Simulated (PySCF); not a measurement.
State search for AlPb

Unrestricted PBE0; Al def2-SVP, Pb def2-SVP with ECP60; scalar-relativistic core potentials (PySCF 2.14). Outer shells of the fragments: Al 3s2 3p1; Pb 5d10 6s2 6p2.

Followed along the bond (rough minima from three points):

```json
{"2Ms+1": "4", "unpaired": "σ ↑, π ↑↑", "⟨S²⟩ at the start": "3.75", "R at minimum (Å)": "2.72", "Te (eV)": "0.00"}
{"2Ms+1": "2", "unpaired": "σ ↓, π ↑↑", "⟨S²⟩ at the start": "1.77", "R at minimum (Å)": "2.70", "Te (eV)": "0.31"}
{"2Ms+1": "2", "unpaired": "σ ↑, π ↑↓", "⟨S²⟩ at the start": "1.76", "R at minimum (Å)": "2.71", "Te (eV)": "0.36"}
{"2Ms+1": "2", "unpaired": "σ ↑", "⟨S²⟩ at the start": "0.76", "R at minimum (Å)": "2.74", "Te (eV)": "0.91"}
{"2Ms+1": "2", "unpaired": "π ↑", "⟨S²⟩ at the start": "0.78", "R at minimum (Å)": "2.55", "Te (eV)": "1.06"}
```

Solutions found at the starting distance of 2.590 Å, counted from the lowest of them; the search is not exhaustive and high or unbound solutions are not listed, so other states can lie among these:

```
2Ms+1   unpaired   term  E (eV)  ⟨S²⟩  ⟨Lz²⟩  μ (D)
    4  σ ↑, π ↑↑    ⁴Σ⁻    0.00  3.75   0.00  -0.18
    2  σ ↓, π ↑↑  mixed    0.30  1.77   0.00  -0.25
    2  σ ↑, π ↑↓  mixed    0.36  1.76   2.01  -0.09
    2        σ ↑  mixed    0.92  0.76   2.00   0.15
    2        π ↑     ²Π    1.02  0.78   1.00  -0.69
    2        π ↑     ²Π    1.08  0.75   1.00   1.13
    4      π ↑↑↑     ⁴Π    2.19  3.76   1.00   0.06
    4  σ ↑, π ↑↑  mixed    2.32  3.76   2.01   1.84
```

A term symbol is given only where ⟨S²⟩ and ⟨Lz²⟩ are close to those of a pure state; real π, δ and φ orbitals otherwise mix terms. A positive dipole means Al(−)Pb(+).

Spin–orbit coupling is left out, which matters for elements this heavy, above all for dissociation energies.
